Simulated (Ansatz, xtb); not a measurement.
C3H7BO2: which of two isomers lies lower

Structure I: `B[C@@H]1OC[C@H]1O`, a singlet. Structure II: `B[C@@H]1OC[C@@H]1O`, a singlet. Both are isolated molecules in the gas phase, relaxed with B3LYP-D3(BJ)/def2-SVP, each in the lowest conformer that the search found.

Quicker runs give these differences E(II) − E(I): GFN2-xTB +0.89 kcal/mol; HF/STO-3G −0.80 kcal/mol (at GFN2-xTB geometries); r2SCAN-D4/def2-SVP −0.21 kcal/mol (at GFN2-xTB geometries).

Q: Estimate E(II) − E(I) at the level CCSD(T)/def2-SVP + ΔMP2/def2-TZVPP.

A: Too close to call at this level: CCSD(T)/def2-SVP + ΔMP2/def2-TZVPP gives E(II) − E(I) = 0.00 kcal/mol.

The same difference at several levels:

```
                             level               geometry  E(II) − E(I) (kcal/mol)  departure from the last row (kcal/mol)  job, with rough time for the two
                          GFN2-xTB               GFN2-xTB                     +0.89                                   +0.89              optimisation, 0.13 s
                         HF/STO-3G               GFN2-xTB                     −0.80                                   −0.80              single point, 0.32 s
                r2SCAN-D4/def2-SVP               GFN2-xTB                     −0.21                                   −0.21               single point, 2.1 s
             B3LYP-D3(BJ)/def2-SVP  B3LYP-D3(BJ)/def2-SVP                     −0.70                                   −0.70                optimisation, 42 s
                       HF/def2-SVP  B3LYP-D3(BJ)/def2-SVP                     −1.29                                   −1.29           part of the CCSD(T) run
                      MP2/def2-SVP  B3LYP-D3(BJ)/def2-SVP                     −1.07                                   −1.07           part of the CCSD(T) run
                  CCSD(T)/def2-SVP  B3LYP-D3(BJ)/def2-SVP                     −1.11                                   −1.11                      single point
CCSD(T)/def2-SVP + ΔMP2/def2-TZVPP  B3LYP-D3(BJ)/def2-SVP                      0.00                                                        single point, 25 s
```

As drawn, both hold the same kinds of bond in the same numbers.

The largest departure from CCSD(T)/def2-SVP + ΔMP2/def2-TZVPP is that of HF/def2-SVP, 1.29 kcal/mol. The last row adds to CCSD(T) the change of the MP2 difference between the two basis sets, here +1.11 kcal/mol.

With thermal terms from frequencies at re-optimised GFN2-xTB minima (ideal gas, soft modes damped towards free rotors, one conformer each, 298.15 K, 1 atm): the zero-point term adds −0.07 kcal/mol; ΔH is −0.04 and ΔG −0.14 kcal/mol.

The correlated steps freeze 6 core orbitals. Programs: Ansatz 0.2.0, xtb 6.7.1; the last row on 2 threads of Intel(R) Xeon(R) 6975P-C (Granite Rapids) on a shared host.
